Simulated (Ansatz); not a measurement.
Consider the redistribution: `BC(F)[SiH3]` + `C[Si](N)(O)[SiH3]` → `N[Si](O)([SiH3])[SiH3]` + `BC(C)F`.

Isolated molecules relaxed with PBE0-D4/def2-TZVP in Ansatz; ΔE leaves out vibrations. CCSD(T)/CBS adds triple-zeta CCSD(T) − MP2 to the extrapolated MP2 energy (def2 sets, frozen cores). DFT in def2-TZVPP. B3LYP here is the variant with VWN-RPA as its local correlation; programs differ in this. One conformer a species, not always the lowest.

`BC(F)[SiH3]`:

```xyz
10

B    -1.216    0.835    0.010
C    -0.477   -0.318    0.668
F    -1.065   -1.576    0.604
Si    1.139   -0.331   -0.406
H    -0.750    1.930    0.143
H    -2.151    0.650   -0.707
H    -0.108   -0.147    1.686
H     1.705   -1.697   -0.296
H     2.079    0.684    0.128
H     0.843   -0.030   -1.831
```

`C[Si](N)(O)[SiH3]`:

Cartesian coordinates in Å:
```
C 0.365 1.616 -0.700
Si -0.397 0.027 -0.086
N -1.080 0.392 1.451
O -1.575 -0.547 -1.094
Si 1.155 -1.732 -0.032
H 1.207 1.921 -0.072
H 0.735 1.493 -1.720
H -0.371 2.426 -0.702
H -0.759 1.191 1.972
H -1.419 -0.332 2.063
H -2.405 -0.065 -1.081
H 1.614 -2.143 -1.389
H 2.359 -1.320 0.747
H 0.573 -2.927 0.643
```

`N[Si](O)([SiH3])[SiH3]`:

Cartesian coordinates in Å:
```
N -0.239 -0.851 -1.733
Si 0.217 0.163 -0.436
O 1.225 1.376 -0.960
Si 1.333 -1.183 1.135
Si -1.756 1.085 0.447
H -0.908 -0.542 -2.420
H 0.412 -1.511 -2.129
H 1.537 2.004 -0.305
H 2.352 -2.042 0.467
H 2.037 -0.334 2.138
H 0.379 -2.064 1.862
H -2.524 0.072 1.220
H -1.436 2.219 1.359
H -2.629 1.607 -0.643
```

`BC(C)F`:

Cartesian coordinates in Å:
```
B -0.372 -1.114 -0.855
C -0.558 0.130 0.060
C 0.747 0.697 0.598
F -1.271 1.163 -0.555
H -0.784 -1.137 -1.975
H 0.191 -2.064 -0.396
H -1.170 -0.197 0.919
H 0.542 1.556 1.238
H 1.397 1.025 -0.216
H 1.277 -0.057 1.182
```

(1) Is it downhill or uphill in electronic energy at CCSD(T)/CBS, and by how much? (Best estimate.)

(2) What do these levels give: PBE0-D4, ωB97X-V, PBE, B3LYP, MP2/CBS(def2), CCSD/CBS(def2)? (Estimate.)

Largest T1 diagnostic among the species: 0.013.

## Answers

(1) Ansatz gave: Uphill: ΔE = +0.43 eV.

(2) Computed: PBE0-D4 0.38, ωB97X-V 0.40, PBE 0.38, B3LYP 0.41, MP2/CBS(def2) 0.50, CCSD/CBS(def2) 0.42 eV.

In def2-TZVPP, CCSD(T) changes the Hartree–Fock value by +0.09 eV (the triples alone add +0.01 eV) and MP2 by +0.16 eV.
